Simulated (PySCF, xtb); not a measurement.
Ta(NH)(Cl)2(Me) (CH4Cl2NTa), SMILES [Cl][Ta]([Cl])([CH3])=[NH], multiplicity 1.

xtb with GFN2-xTB at its own geometry gives an orbital gap of 2.24 eV and a dipole moment of 2.00 D.

Geometry optimised at PBE0-D3(BJ)/def2-SVP. The spin state was assumed, not searched. The structure was generated by enumeration; whether it is a known compound was not checked. The def2 effective core potentials stand for the cores of Ta; spin–orbit coupling is left out.

What does r2SCAN/def2-TZVP (PySCF) give? (Estimate from the structure and the level; the computed values follow.)

gap 4.43 eV (levels -7.20 and -2.77 eV), dipole 1.44 D.
